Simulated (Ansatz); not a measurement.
`[Cl][AlH][SiH]1CO1` and `F[SiH]1CO1` differ in one atom or group.

Ansatz, PBE0-D4/def2-TZVP geometries, multiplicity 1. Each molecule was computed in one conformer, which needn't be the lowest.

| property | `[Cl][AlH][SiH]1CO1` |
| --- | --- |
| HOMO energy (ωB97M-V/def2-TZVPP) / eV | -9.53 |
| HOMO energy (B3LYP/def2-TZVPP) / eV | -7.21 |
| size of the dipole moment (ωB97M-V/def2-TZVPP) / D | 2.38 |
| zero-point energy (PBE0-D4/def2-TZVP) / kJ/mol | 126.4 |
| size of the dipole moment (PBE/def2-TZVPP) / D | 1.98 |
| HOMO–LUMO gap (PBE/def2-TZVPP) / eV | 3.12 |

Task: What does the change do to each property? (Estimate.)

Result: The calculation gave: 
```tsv
property	`F[SiH]1CO1`	shift
HOMO energy (ωB97M-V/def2-TZVPP) / eV	-10.28	-0.75
HOMO energy (B3LYP/def2-TZVPP) / eV	-7.78	-0.57
size of the dipole moment (ωB97M-V/def2-TZVPP) / D	1.88	-0.50
zero-point energy (PBE0-D4/def2-TZVP) / kJ/mol	111.0	-15.4
size of the dipole moment (PBE/def2-TZVPP) / D	1.67	-0.31
HOMO–LUMO gap (PBE/def2-TZVPP) / eV	5.83	2.71
```

With PBE0 the HOMO falls by 0.58 eV and the LUMO rises by 2.49 eV, so the gap widens by about 3.07 eV. PBE moves the HOMO by -0.38 eV and ωB97M-V by -0.75 eV. The zero-point energy changes by -15.4 kJ/mol with -6 modes. Dipoles are sizes alone; their direction can turn.

B3LYP here is the variant with VWN-RPA as its local correlation; programs differ in this.
